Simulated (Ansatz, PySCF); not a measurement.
Spin states of H2O2Ru (SMILES [OH][Ru][OH]), each relaxed with B3LYP-D3(BJ)/def2-TZVP.
State 1 (charge 0, multiplicity 5):
```xyz
5

Ru    -0.1084    -0.1435    -0.1450
O      1.3627    -0.0511    -1.3600
H      1.8602     0.7350    -1.6023
O     -1.5981    -0.2649     1.0446
H     -1.5702    -0.2458     2.0053
```
State 2 (charge 0, multiplicity 1):
| atom | x (Å) | y (Å) | z (Å) |
|---|---|---|---|
| Ru | 0.2003 | 0.3685 | 0.2855 |
| O | 1.4206 | 0.2042 | -1.0263 |
| H | 1.4810 | 0.1935 | -1.9885 |
| O | -1.3262 | 0.0061 | 1.1658 |
| H | -1.8294 | -0.7426 | 1.5063 |

Singlets are restricted, other states unrestricted; no spin–orbit coupling, no relativity up to Kr; see below for the cores. The largest T1 diagnostic is 0.081.

Correlated levels freeze the inner cores; with def2 sets outer-core shells near the valence are correlated too.

Run with Ansatz (a first-principles code) with Gaussian orbitals; PySCF for the dispersion terms. Each number belongs to the level named beside it. In def2 rows elements past Kr take small-core potentials, without spin–orbit coupling.

PBE/def2-TZVPP gives 61.8 kJ/mol for the energy of the multiplicity-1 state less that of the multiplicity-5 state.

Question: How do the other levels lie against it? Give each less PBE: PBE-D3(BJ)/def2-TZVPP, r2SCAN/def2-TZVPP, PBE0/def2-TZVPP, wB97M-V/def2-TZVPP, B2PLYP/def2-TZVPP, CCSD(T)/def2-SVP.

Answer: PBE-D3(BJ)/def2-TZVPP -0.1; r2SCAN/def2-TZVPP 55.5; PBE0/def2-TZVPP 51.5; wB97M-V/def2-TZVPP 26.6; B2PLYP/def2-TZVPP 27.4; CCSD(T)/def2-SVP 40.0 kJ/mol. 5 of 6 lie above PBE; the widest gap is to r2SCAN/def2-TZVPP.

Doubts at one or more of the structures used: a restricted determinant that unrestricted orbitals would lower (B2PLYP/def2-TZVPP, CCSD(T)/def2-SVP); T1 above 0.05 (CCSD(T)/def2-SVP).
